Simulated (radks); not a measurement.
Effect of the nuclear size on the palladium ion Pd2+, [Kr] 4d8. All-electron calculation, Dirac Kohn-Sham, BLYP, spin-unpolarised, spherical densities, finite nucleus; open shells are shared between the two j in proportion to 2j + 1; Fermi nuclear charge, rms radius 4.5318 fm. Program: a radial shooting solver on a logarithmic mesh with Libxc functionals. The rms radius is varied about that value; shifts are against it.

| rms radius (fm) | total energy shift (eV) | density at nucleus (e/bohr^3) | 1s1/2 shift (meV) | 2s1/2 shift (meV) | 4s1/2 shift (meV) | 5s1/2 (empty) shift (meV) |
|---|---|---|---|---|---|---|
| 4.0288 | -0.526 | 1.349e+05 | -221 | -24.6 | -0.856 | -0.104 |
| 4.1194 | -0.435 | 1.345e+05 | -183 | -20.3 | -0.708 | -0.086 |
| 4.5318 | 0 | 1.328e+05 | 0.000 | 0.000 | 0.000 | 0.000 |
| 4.8128 | 0.317 | 1.318e+05 | 134 | 14.8 | 0.516 | 0.063 |
| 5.1119 | 0.673 | 1.308e+05 | 283 | 31.4 | 1.10 | 0.133 |

Slopes of the eigenvalues against <r^2> in GHz/fm^2, as finite differences over the two radii next to the reference (eigenvalue slopes, not the field-shift constants of lines): 1s1/2 12400, 2s1/2 1370, 4s1/2 47.8, 5s1/2 (empty) 5.80.
